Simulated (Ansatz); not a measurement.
## Two structures, one formula

The two ends of one reaction step of SiH5ClF2, closed shell (PBE0-D4/def2-TZVP).

A:

```tsv
atom	x (Å)	y (Å)	z (Å)
Si1	0.0462	1.2608	-0.8279
Cl2	1.7736	0.1827	-0.3438
H3	-0.8525	0.3540	-1.5654
H4	-0.5312	1.7692	0.4297
H5	0.5250	2.3652	-1.6889
H6	-0.9693	-1.4544	1.1395
F7	-1.6490	-0.8451	0.9365
H8	1.0749	-1.4899	0.7278
F9	0.5825	-2.1426	1.1924
```

B:

```xyz
9
angstrom
Si -0.7341 1.2443 -0.5090
Cl 2.1978 -1.1008 -0.7686
H -0.7080 0.5263 -1.7988
H -1.8710 2.1889 -0.4368
H 0.5463 1.9136 -0.2051
H -0.2874 -1.2539 1.3208
F -1.0015 0.1437 0.6593
H 1.5931 -1.6816 0.2156
F 0.2649 -1.9804 1.5229
```

Ansatz 0.2.0; basis: def2-TZVPP; cores frozen in the correlated methods. B3LYP uses VWN-RPA correlation.

Which structure is lower at CCSD(T), and by how much? (Judge from chemistry; the value comes from the calculation.)

By the calculation: B, by 32.2 kJ/mol (electronic energy, against the other). By their contacts, A is a complex of SiH₃Cl ([SiH3][Cl]) + HF + HF and B is a complex of SiH₃F ([F][SiH3]) + HCl + HF.

All methods give the same order:

```
      method  E(B) − E(A) (kJ/mol)
       SPW92                 -16.9
      PBE-D4                 -18.6
     BLYP-D4                 -30.2
   r2SCAN-D4                 -27.4
      B97M-V                 -33.9
     PBE0-D4                 -20.5
    B3LYP-D4                 -31.3
  r2SCAN0-D4                 -26.8
    BHLYP-D4                 -35.1
CAM-B3LYP-D4                 -35.7
     wB97X-V                 -29.7
     wB97M-V                 -28.4
      B2PLYP                 -33.1
    PBE-QIDH                 -24.8
  RPA on PBE                 -36.1
          HF                 -45.2
         MP2                 -28.8
        CCSD                 -34.7
     CCSD(T)                 -32.2
```

T1 diagnostic: at most 0.010.

Labels in which every atom is bracketed show which atoms are joined, not bond orders.

For scale, one of the runs: CCSD(T)/def2-TZVPP, 216 basis functions, launched by `ansatz run in.yaml --threads 4 --pin off --events-out ev --progress --plain --max-ram 9574MiB`. Time: 72 s of wall clock on 4 CPU threads of an Intel Xeon; the host was shared. Peak host memory: 3.2 GiB.
